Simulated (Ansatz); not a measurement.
`F[SiH2]N([SiH3])[SiH3]` + PH₃ → `F[SiH2]P` + `[SiH3]N[SiH3]` at 700 K and 1 bar (ligand exchange at the Si–N bond).

Computed with Ansatz on PBE0-D4/def2-TZVP structures; ΔE is electronic, products minus reactants. CBS: MP2 limit from def2 TZ/QZ plus the TZ coupled-cluster correction, frozen cores. This one scheme is used for every species. Each species was taken in one conformer, which may not be the lowest.

```
                 species  CCSD(T)/CBS energy (Eh)  H − E (kJ/mol)  S (J/(mol·K))
`F[SiH2]N([SiH3])[SiH3]`              -1026.67748           304.1          548.1
                     PH₃               -342.72256            91.5          248.3
              `F[SiH2]P`               -732.27050           154.8          385.4
         `[SiH3]N[SiH3]`               -637.10515           245.6          444.2
```

H − E and S are ideal-gas, rigid-rotor, harmonic terms from PBE0-D4/def2-TZVP, for one conformer and one mirror image of each species. 1 Eh = 2625.50 kJ/mol, R = 8.31446 J/(mol·K).

Task: By hand: ΔE, ΔH, ΔS and ΔG.

Result: ΔE = (-732.27050) + (-637.10515) − (-1026.67748) − (-342.72256) = 0.02439 Eh = 64.0 kJ/mol. Δ(H − E) = 154.8 + 245.6 − 304.1 − 91.5 = 4.8, so ΔH = 68.8 kJ/mol. ΔS = 385.4 + 444.2 − 548.1 − 248.3 = 33.2 J/(mol·K). ΔG = 68.8 − 700 × (33.2)/1000 = 45.6 kJ/mol.

Task: By hand: the equilibrium constant, and the temperature at which ΔG would vanish if ΔH and ΔS stayed fixed.

Result: log₁₀ K = −ΔG/(RT ln 10) = -3.4. ΔG = 0 at ΔH/ΔS = 2072 K.

TΔS isn't small against ΔH here. A doubt of 5 kJ/mol in ΔE shifts log₁₀ K by 0.4 here. Other conformers and mirror images would add mixing entropy, several J/(mol·K) or more a flexible species. Modes under 60 cm⁻¹, often nearly free rotors, make the harmonic entropy too high. These are equilibria of isolated gas molecules and say nothing of rates. Largest T1 diagnostic: 0.013 (customary marks: 0.02 for closed shells, 0.045 for open ones).
